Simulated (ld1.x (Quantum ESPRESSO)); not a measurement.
## Nd, TM: configuration errors across variants

```
Element                 : Nd (Z = 60)
Generator               : ld1.x (Quantum ESPRESSO) 7.5
Type                    : norm-conserving Troullier–Martins (Kleinman–Bylander form)
Functional              : PBE
Relativity              : scalar-relativistic
Frozen core             : [Kr] 4d10 4f3
Valence charge          : 11
Reference configuration : 5s2 5p6 5d0 6s0 6p0 (charge +3)
Partial waves           : 5p (bound): rc 1.70 bohr; 5d (bound, empty): rc 2.95 bohr; 5s (bound): rc 1.85 bohr
Local potential         : the s channel
Core correction         : Bessel-smoothed model core inside 0.80 bohr
```

All-electron excitation energies from the reference (eV): (1) 5s2 5p6 5d1 6s2 6p0 -37.197; (2) 5s2 5p6 5d1 6s1 6p0 -30.932; (3) 5s2 5p6 5d1 6s0 6p0 -19.498; (4) 5s2 5p6 5d2 6s1 6p0 -36.046; (5) 5s2 5p6 5d1 6s1.5 6p0 -34.676; (6) 5s2 5p6 5d1.5 6s1.5 6p0 -36.670; (7) 5s2 5p6 5d0 6s2 6p0 -30.848.

4 further variants failed, have other tests or another functional or relativity, and are left out.

A true bound ghost makes a file unfit for plane-wave use even where its test errors are small: the radial tests pick states by their node count and pass the ghost by.

Errors AE − PS in meV (a dash: test not solved or not reliable):

```tsv
change	(1)	(2)	(3)	(4)	(5)	(6)	(7)	bound ghosts
base	+290	+192	-29	+56	+251	+165	+534	none
wave 5p (bound): rc 1.70 bohr becomes 5p (bound): rc 1.24 bohr	+291	+192	-30	+55	+252	+166	+535	p
wave 5d (bound): rc 2.95 bohr becomes 5d (bound): rc 2.18 bohr	+290	+192	-29	+57	+252	+166	+534	none
wave 5s (bound): rc 1.85 bohr becomes 5s (bound): rc 2.28 bohr	+1670	+1134	-30	+683	+1459	+1150	+2592	none
```

(1) Give the same row for: all radii but the core radius scaled by about 1.15 (s 2.14, p 1.96, d 3.40 bohr).

Results:

(1) +1023, +698, -21, +395, +895, +690, +1637; bound ghosts: none.
